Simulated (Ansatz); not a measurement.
Reaction (redistribution): `NB(N)S` + `[SiH3][O][Zn][Cl]` → `NB(S)Cl` + `[NH2][Zn][O][SiH3]`

Gas-phase electronic energies from Ansatz, PBE0-D4/def2-TZVP geometries. CCSD(T)/CBS is the MP2 limit (def2-TZVPP, def2-QZVPP) plus CCSD(T) − MP2 in def2-TZVPP, frozen cores. This one scheme is used for every species. Functionals use def2-TZVPP. B3LYP here is the variant with VWN-RPA as its local correlation; programs differ in this. HSE06 is defined as in plane-wave codes. For Zn outer-core shells are correlated without core-valence functions, which leaves a few kJ/mol of doubt a bond. Scalar relativity is left out up to krypton. Each species was taken in one conformer, which may not be the lowest.

| level | ΔE (kcal/mol) | difference from CCSD(T)/CBS |
| --- | --- | --- |
| PBE-D4 | 23.3 | -3.7 |
| revPBE-D4 | 23.1 | -3.9 |
| BLYP-D4 | 23.7 | -3.3 |
| r2SCAN-D4 | 25.5 | -1.5 |
| B97M-V | 25.6 | -1.4 |
| B3LYP-D4 | 26.3 | -0.7 |
| r2SCANh-D4 | 26.5 | -0.5 |
| r2SCAN0-D4 | 27.9 | 0.9 |
| HSE06-D4 | 26.5 | -0.5 |
| BHLYP-D4 | 29.8 | 2.8 |
| CAM-B3LYP-D4 | 27.3 | 0.3 |
| ωB97X-V | 26.8 | -0.2 |
| ωB97M-V | 26.7 | -0.3 |
| B2PLYP | 25.9 | -1.1 |
| PBE-QIDH | 27.1 | 0.1 |
| PBE | 23.4 | -3.6 |
| revPBE | 23.3 | -3.7 |
| BLYP | 24.1 | -2.9 |
| r2SCAN | 25.5 | -1.5 |
| PBE0 | 26.6 | -0.4 |
| B3LYP | 26.6 | -0.4 |
| r2SCANh | 26.5 | -0.5 |
| r2SCAN0 | 27.9 | 0.9 |
| HSE06 | 26.6 | -0.4 |
| BHLYP | 30.2 | 3.2 |
| CAM-B3LYP | 27.5 | 0.5 |
| RPA@PBE/def2-TZVPP | 23.5 | -3.5 |
| HF/def2-SVP | 35.9 | 8.9 |
| MP2/def2-SVP | 26.2 | -0.8 |
| CCSD/def2-SVP | 27.8 | 0.8 |
| CCSD(T)/def2-SVP | 26.8 | -0.2 |
| MP2/def2-TZVPP | 23.9 | -3.1 |
| CCSD/def2-TZVPP | 26.9 | -0.1 |
| CCSD(T)/def2-TZVPP | 25.4 | -1.6 |
| HF/def2-QZVPP | 35.7 | 8.7 |
| MP2/def2-QZVPP | 25.0 | -2.0 |
| SCS-MP2/def2-QZVPP | 26.0 | -1.0 |
| HF/CBS(def2) | 35.8 | 8.8 |
| MP2/CBS(def2) | 25.5 | -1.5 |
| CCSD/CBS(def2) | 28.5 | 1.5 |
| CCSD(T)/CBS | 27.0 | 0 |

**Question.** What do rigid-rotor, harmonic-oscillator terms from PBE0-D4/def2-TZVP frequencies (298.15 K, 1 bar) make of the CCSD(T)/CBS value? (An estimate is asked.)

**Answer.** Computed: ΔZPE = -0.7 kcal/mol, ΔH = +26.2 kcal/mol, ΔS = 3 J/(mol·K), ΔG = +26.0 kcal/mol. Modes under 50 cm⁻¹ make the entropy rough.

Largest T1 diagnostic among the species: 0.015.

In def2-TZVPP, CCSD(T) changes the Hartree–Fock value by −9.6 kcal/mol (the triples alone add −1.5 kcal/mol) and MP2 by −11.1 kcal/mol. Leaving LDA and LC-ωPBE aside and taking each functional with its dispersion term where it has one, the values spread over 6.7 kcal/mol, from revPBE-D4 to BHLYP-D4.
